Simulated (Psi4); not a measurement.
Br, charge -1, singlet (a gas-phase anion, which may not be bound at this level); WB97M-V/6-31G* (Psi4).

Here is a job for Psi4.
```
memory 2 GB

molecule mol {
-1 1
  Br    0.000000    0.000000    0.000000
}

set basis 6-31g*
set reference rks
set scf_type pk
set puream true
set d_convergence 1e-8
set dft_radial_points 99
set dft_spherical_points 590

energy('wb97m-v')
print_variables()
```

### Question
Write the output that Psi4 gives for this input, abridged.

### Answer

```
   => Loading Basis Set <=

    Name: 6-31G*
    Role: ORBITAL
    Keyword: BASIS

         ---------------------------------------------------------
                                   SCF
               by Justin Turney, Rob Parrish, Andy Simmonett
                          and Daniel G. A. Smith
                              RKS Reference
         ---------------------------------------------------------

  ==> Geometry <==

    Molecular point group: d2h
    Geometry (in Angstrom), charge = -1, multiplicity = 1:

       Center              X                  Y                   Z               Mass
    ------------   -----------------  -----------------  -----------------  -----------------
         BR           0.000000000000     0.000000000000     0.000000000000    78.918337600000

  Running in d2h symmetry.

  Rotational constants: A = ************  B = ************  C = ************ [cm^-1]
  Rotational constants: A = ************  B = ************  C = ************ [MHz]
  Nuclear repulsion =    0.000000000000000

  Charge       = -1
  Multiplicity = 1
  Electrons    = 36
  Nalpha       = 18
  Nbeta        = 18

  ==> Algorithm <==

  SCF Algorithm Type is PK.
  DIIS enabled.
  MOM disabled.
  Fractional occupation disabled.
  Guess Type is CORE.
  Energy threshold   = 1.00e-06
  Density threshold  = 1.00e-08
  Integral threshold = 1.00e-12

  ==> Primary Basis <==

  Basis Set: 6-31G*
    Blend: 6-31G*
    Number of shells: 12
    Number of basis functions: 32
    Number of Cartesian functions: 35
    Spherical Harmonics?: true
    Max angular momentum: 2

  ==> DFT Potential <==

   => LibXC <=

    Version 7.1.2
    S. Lehtola, C. Steigemann, M. J. T. Oliveira, and M. A. L. Marques,  SoftwareX 7, 1–5 (2018) (10.1016/j.softx.2017.11.002)

   => Composite Functional: WB97M-V <=

    wB97M-V Hyb-GGA Exchange-Correlation Functional

    N. Mardirossian and M. Head-Gordon,  J. Chem. Phys. 144, 214110 (2016) (10.1063/1.4952647)

    Deriv               =              1
    GGA                 =           TRUE
    Meta                =           TRUE

    Exchange Hybrid     =           TRUE
    MP2 Hybrid          =          FALSE

   => Exchange-Correlation Functionals <=

    1.0000   wB97M-V exchange-correlation functional

   => Exact (HF) Exchange <=

    0.8500            HF,LR [omega = 0.3000]
    0.1500               HF

   => LibXC Density Thresholds  <==

    XC_HYB_MGGA_XC_WB97M_V:  1.00E-13

   => VV10 Non-Local Parameters <=

    VV10 B              =     6.0000E+00
    VV10 C              =     1.0000E-02

   => Molecular Quadrature <=

    Radial Scheme          =       TREUTLER
    Pruning Scheme         =           NONE
    Nuclear Scheme         =       TREUTLER

    Blocking Scheme        =         OCTREE
    BS radius alpha        =              1
    Pruning alpha          =              1
    Radial Points          =             99
    Spherical Points       =            590
    Total Points           =          51330
    Total Blocks           =            476
    Max Points             =            256
    Max Functions          =             32
    Weights Tolerance      =       1.00E-15

  ==> Integral Setup <==

  Using in-core PK algorithm.
   Calculation information:
      Number of atoms:                   1
      Number of AO shells:              12
      Number of primitives:             43
      Number of atomic orbitals:        35
      Number of basis functions:        32

      Integral cutoff                 1.00e-12
      Number of threads:                 1

  Performing in-core PK
  Using 418968 doubles for integral storage.
  We computed 3081 shell quartets total.
  Whereas there are 3081 unique shell quartets.

  Computing range-separated integrals for PK
  We computed 3081 wK shell quartets total.
  Whereas there are 3081 wK unique shell quartets.

  ==> DiskJK: Disk-Based J/K Matrices <==

    J tasked:                  Yes
    K tasked:                  Yes
[...]
     Ag        11      11       6       6       6       0
     B1g        3       3       2       2       2       0
     B2g        3       3       2       2       2       0
     B3g        3       3       2       2       2       0
     Au         0       0       0       0       0       0
     B1u        4       4       2       2       2       0
     B2u        4       4       2       2       2       0
     B3u        4       4       2       2       2       0
   -------------------------------------------------------
    Total      32      32      18      18      18       0
   -------------------------------------------------------

  ==> Iterations <==

                        Total Energy        Delta E     RMS |[F,P]|

    Occupation by irrep:
             Ag   B1g   B2g   B3g    Au   B1u   B2u   B3u
    DOCC [     6,    1,    1,    1,    0,    3,    3,    3 ]
    NA   [     6,    1,    1,    1,    0,    3,    3,    3 ]
    NB   [     6,    1,    1,    1,    0,    3,    3,    3 ]

   @RKS iter   1: -2516.93687410745179   -2.51694e+03   5.42879e-01 ADIIS
   @RKS iter   2: -2479.81490790996941    3.71220e+01   1.48442e+00 ADIIS
   @RKS iter   3: -2573.72990740716386   -9.39150e+01   4.58133e-02 ADIIS/DIIS
   @RKS iter   4: -2573.77211949621551   -4.22121e-02   1.25094e-02 ADIIS/DIIS
   @RKS iter   5: -2573.77521397640885   -3.09448e-03   1.90897e-03 ADIIS/DIIS
   @RKS iter   6: -2573.77529937479585   -8.53984e-05   8.05027e-05 DIIS
   @RKS iter   7: -2573.77530064940129   -1.27461e-06   3.52251e-05 DIIS
   @RKS iter   8: -2573.77530082373096   -1.74330e-07   4.98112e-06 DIIS
   @RKS iter   9: -2573.77530082666226   -2.93130e-09   3.89129e-07 DIIS
   @RKS iter  10: -2573.77530082667499   -1.27329e-11   3.60467e-08 DIIS
   @RKS iter  11: -2573.77530082667545   -4.54747e-13   1.09562e-09 DIIS
  Energy and wave function converged.

  ==> Post-Iterations <==

   Electrons on quadrature grid:
      Ntotal   =   35.9999999636 ; deviation = -3.640e-08

    Orbital Energies [Eh]
    ---------------------

    Doubly Occupied:

[...]
    Virtual:

[...]
    Final Occupation by Irrep:
             Ag   B1g   B2g   B3g    Au   B1u   B2u   B3u
    DOCC [     6,    1,    1,    1,    0,    3,    3,    3 ]
    NA   [     6,    1,    1,    1,    0,    3,    3,    3 ]
    NB   [     6,    1,    1,    1,    0,    3,    3,    3 ]

  @RKS Final Energy: -2573.77530082667545

   => Energetics <=

    Nuclear Repulsion Energy =              0.0000000000000000
    One-Electron Energy =               -3592.9833106476735338
    Two-Electron Energy =                1092.1554349966977497
    DFT Exchange-Correlation Energy =     -73.0986749147193109
    Empirical Dispersion Energy =           0.0000000000000000
    VV10 Nonlocal Energy =                  0.1512497390197894
    Total Energy =                      -2573.7753008266749930

Computation Completed

Properties will be evaluated at   0.000000,   0.000000,   0.000000 [a0]

Properties computed using the SCF density matrix

 Multipole Moments:

 ------------------------------------------------------------------------------------
     Multipole            Electronic (a.u.)      Nuclear  (a.u.)        Total (a.u.)
 ------------------------------------------------------------------------------------

 L = 1.  Multiply by 2.5417464519 to convert [e a0] to [Debye]
 Dipole X            :          0.0000000            0.0000000            0.0000000
 Dipole Y            :          0.0000000            0.0000000            0.0000000
 Dipole Z            :          0.0000000            0.0000000            0.0000000
 Magnitude           :                                                    0.0000000

 ------------------------------------------------------------------------------------

  Variable Map:
  ----------------------------------------------------------------------------
[...]
  Array Variable Map:
  ----------------------------------------------------------------------------
[...]
[...]
```
